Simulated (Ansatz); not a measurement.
`[CH3][SnH2][F]` + `[OH][AlH2]` → `[CH3][SnH2][O][AlH2]` + H–F  (ligand exchange at the Sn–F bond)

Program: Ansatz. Geometries: PBE0-D4/def2-TZVP. ΔE: electronic, gas phase. CCSD(T)/CBS adds triple-zeta CCSD(T) − MP2 to the extrapolated MP2 energy (def2 sets, frozen cores). This one scheme is used for every species. DFT in def2-TZVPP. Elements past krypton have def2 core potentials. For Sn outer-core shells are correlated without core-valence functions, which leaves a few kJ/mol of doubt a bond. One conformer a species, not always the lowest.

`[CH3][SnH2][F]`:

```xyz
8

C     0.021   -0.917   -0.718
Sn   -0.028    0.660    0.704
F     0.090    2.267   -0.361
H    -0.835   -0.828   -1.387
H     0.940   -0.849   -1.299
H    -0.015   -1.884   -0.215
H     1.332    0.734    1.732
H    -1.504    0.818    1.544
```

`[OH][AlH2]`:

```xyz
5

O     0.782    0.139   -0.921
Al   -0.356   -0.242    0.277
H     1.281    0.954   -0.933
H    -0.630    0.784    1.453
H    -1.078   -1.635    0.125
```

`[CH3][SnH2][O][AlH2]`:

Cartesian coordinates in Å:
```
C -0.030 1.560 -0.963
Sn 1.179 -0.157 -0.590
O 0.250 -1.238 0.750
Al -1.145 -1.514 1.638
H 0.429 2.189 -1.727
H -1.015 1.244 -1.306
H -0.140 2.138 -0.046
H 2.691 0.226 0.109
H 1.348 -1.167 -1.958
H -2.398 -0.556 1.439
H -1.168 -2.727 2.655
```

H–F:

Z-matrix (Å, degrees):
```
F
H 1 0.920
```

**Question.** Is it downhill or uphill in electronic energy at CCSD(T)/CBS, and by how much? (Best estimate.)

**Answer.** Ansatz gave: Uphill: ΔE = +20.9 kJ/mol.

**Question.** What do these levels give: PBE-D4, ωB97X-V, ωB97M-V, PBE0, SCS-MP2/def2-QZVPP, HF/CBS(def2)? (An estimate is asked.)

**Answer.** Computed: PBE-D4 33.1, ωB97X-V 32.7, ωB97M-V 31.5, PBE0 33.8, SCS-MP2/def2-QZVPP 21.5, HF/CBS(def2) 35.3 kJ/mol.

Largest T1 diagnostic among the species: 0.013.

The D4 term adds −8.6 kJ/mol with B3LYP and −5.0 kJ/mol with PBE0; it sums over pairs of atoms, weighted by their polarisabilities, and B3LYP, whose exchange is more repulsive, gets the larger term. In def2-TZVPP, CCSD(T) changes the Hartree–Fock value by −15.0 kJ/mol (the triples alone add −2.1 kJ/mol) and MP2 by −18.1 kJ/mol. From PBE to PBE0 (25 % exact exchange), in def2-TZVPP and without D4, ΔE moves by −4.7 kJ/mol.

B3LYP here is the variant with VWN-RPA as its local correlation; programs differ in this.
